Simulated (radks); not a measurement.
Values are calculated unless marked as measured or tabulated.
Problem. Successive ionisation energies (eV) of one element, from differences of total energies of ions in their ground configurations, starting at charge 0: 5.339, 10.836, 29.648, 48.902, 70.833, 84.468, 98.293, 118.59. Level of theory: non-relativistic Kohn-Sham, PBE, spin-polarised, spherical densities, point nucleus; open shells are filled with parallel spins first (spin-orbit coupling, left out, can overturn this in heavy ions); relativity is left out, which matters for an element this heavy (a radial shooting solver on a logarithmic mesh with Libxc functionals). Which element is it?

Solution. Europium (Z = 63). The first species listed is Eu in [Xe] 4f7 6s2, the last Eu7+ in [Kr] 4d10 4f5 5s2 5p3.
